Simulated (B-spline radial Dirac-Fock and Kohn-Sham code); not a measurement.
## Satellites and hypersatellites of the K lines of In¹⁷⁺

System: the In¹⁷⁺ ion, configuration 1s2 2s2 2p6 3s2 3p6 3d10 4s2 4p2.

Input of the calculation (task.json; shells as n, l, electrons):

```json
{"items": [{
  "Z": 49,
  "q": 17,
  "cfg": [[1, 0, 2], [2, 0, 2], [2, 1, 6], [3, 0, 2], [3, 1, 6], [3, 2, 10], [4, 0, 2], [4, 1, 2]],
  "A": 115,
  "rrms": 4.6156,
  "do": ["binding", "quiet", "double"]
}]}
```

Run with: `python xray_run.py task.json out`

Level of theory: relaxed Dirac-Fock hole states (ΔSCF) with Breit and QED corrections and a finite nucleus; an atomic code on a B-spline grid. Each two-hole energy is an average over J within one jj subconfiguration, not an observable level; in light atoms, where LS coupling holds, the j-resolved values are not observed lines, and for a K spectator the Kα1 hypersatellite is nearly forbidden. Electron correlation is not included.

Lines without a spectator: Kα2 (K-L2) 24006.2 eV, Kα1 (K-L3) 24214.7 eV, Kβ3 (K-M2) 27264.1 eV, Kβ1 (K-M3) 27303.5 eV. Shifts in eV with one spectator hole (a dash: not computed, or left out as unreliable):

| spectator hole | Kα2 | Kα1 | Kβ3 | Kβ1 |
| --- | --- | --- | --- | --- |
| K (1s) | +563.2 | +580.4 | +720.6 | +724.4 |
| L2 (2p1/2) | +62.6 | +78.9 | – | +168.8 |
| L3 (2p3/2) | +61.6 | +61.8 | +150.2 | – |
| M2 (3p1/2) | – | +9.99 | +23.95 | +28.57 |
| M3 (3p3/2) | +7.59 | – | +24.80 | +24.37 |
| M4 (3d3/2) | +2.06 | -0.53 | – | – |
| M5 (3d5/2) | -1.08 | +0.94 | – | – |
